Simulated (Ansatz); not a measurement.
CH8AlBOSi. Charge 0, multiplicity 1. The bonds changed during the relaxation, so this is another structure than the one it started from.

Z-matrix (Å, degrees):
```
Al
C 1 2.083
O 1 1.957 2 81.3
Si 1 2.723 2 41.9 3 -1.6
H 1 1.588 2 119.1 3 104.2
H 1 1.586 2 112.5 3 -105.4
B 2 1.509 1 99.1 3 -115.2
H 2 1.090 1 108.1 3 120.5
H 3 0.959 1 133.0 2 151.4
H 4 1.482 1 124.6 2 100.3
H 4 1.484 1 122.9 2 -100.2
H 7 1.199 2 121.9 1 -104.3
H 7 1.204 2 120.1 1 73.1
```

(1) List the harmonic frequencies (cm⁻¹, unscaled) at PBE0-D4/def2-TZVP in Ansatz. (An estimate is asked.)

(2) Is this a minimum?

(3) Give the ideal-gas thermochemistry at 298.15 K and 1 bar (rigid rotor, harmonic oscillator; point group C1, symmetry number 1).

(4) Rotational constants (cm⁻¹)?

## Answers

(1) The calculation gave: 69, 152, 181, 238, 345, 373, 388, 432, 482, 547, 595, 618, 683, 714, 740, 770, 848, 885, 926, 956, 977, 1002, 1080, 1175, 1287, 1913, 1917, 2238, 2247, 2541, 2616, 3136, 3897.

(2) Yes, all 33 modes are real.

(3) Zero-point energy 221.1 kJ/mol; H(298) − E = 245.1 kJ/mol; entropy 359.5 J/(mol·K), of which translation 166.5, rotation 112.5, vibration 80.5; G(298) − E = 137.9 kJ/mol. Modes under 100 cm⁻¹ are hindered rotations or soft bends, so the harmonic entropy is rough.

(4) 0.1239, 0.1144, 0.07003.
